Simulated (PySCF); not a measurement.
CaCl, SMILES [Cl][Ca+], charge +1.

Coordinates come from a PBE-D3(BJ)/def2-TZVPD optimisation. The multiplicity is an assumed one; other spin states were not compared.

All values below come from ωB97X/def2-TZVPD (PySCF).

The molecule is in vacuum.

| Property | Value |
|---|---|
| total energy | -1137.64737 hartree |
| point group | C∞v |
| highest occupied level | -15.32 eV |
| lowest empty level | -5.17 eV |
| orbital gap | 10.15 eV |
| dipole moment about the centre of nuclear charge | 2.236 e·Å |
| mean static polarisability | 28.0 bohr³ (4.15 Å³) |
| polarisability, principal values | 23.5, 23.5, 37.1 bohr³ |
